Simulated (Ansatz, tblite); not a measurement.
Removing and adding an electron: the cluster Mg₂Se₂ (the lowest singlet isomer of a short search). Total charge 0; singlet. Geometry: r2SCAN-D4/def2-SVP. Ansatz, gas phase; energy differences of separate SCF runs; the oxidised species was run as a doublet alone; the reduced species was run as a doublet alone.

```xyz
4

Mg   -0.153    0.803    1.086
Mg    0.153   -0.803   -1.086
Se    0.974   -1.385    1.161
Se   -0.974    1.385   -1.161
```

The xTB rows come from tblite. The structure comes from a short search, and lower isomers may exist.

Estimate orbital energies and vertical ionisation energies and electron affinities at: GFN1-xTB; GFN2-xTB; PBE-D4/def2-TZVP; PBE-D4/def2-TZVPD; r2SCAN-D4/def2-TZVP; r2SCAN-D4/def2-TZVPD; PBE0-D4/def2-TZVP; PBE0-D4/def2-TZVPD.


| level | −HOMO (eV) | vertical IE (eV) | −LUMO (eV) | vertical EA (eV) | HOMO–LUMO gap (eV) | IE − EA (eV) | remarks |
| --- | --- | --- | --- | --- | --- | --- | --- |
| GFN1-xTB | 9.34 | 12.72 | 7.36 | 4.21 | 1.99 | 8.50 | – |
| GFN2-xTB | 10.06 | 12.33 | 8.17 | 6.07 | 1.89 | 6.26 | – |
| PBE-D4/def2-TZVP | 5.00 | 7.51 | 3.36 | – | 1.64 | – | – |
| PBE-D4/def2-TZVPD | 5.02 | – | 3.37 | 1.66 | 1.65 | – | HOMO above zero (-1 doublet) |
| r2SCAN-D4/def2-TZVP | 5.19 | 7.60 | 3.05 | – | 2.14 | – | – |
| r2SCAN-D4/def2-TZVPD | 5.20 | – | 3.05 | 1.69 | 2.15 | – | HOMO above zero (-1 doublet) |
| PBE0-D4/def2-TZVP | 5.97 | 7.69 | 2.73 | – | 3.24 | – | – |
| PBE0-D4/def2-TZVPD | 5.98 | – | 2.74 | 1.60 | 3.24 | – | – |

   A HOMO above zero means that the electron is unbound at that level or that self-interaction error raises the level; the energy of removing that electron tells which. Raw xTB energy differences between charge states are shifted by several eV; the methods need an empirical correction for them.
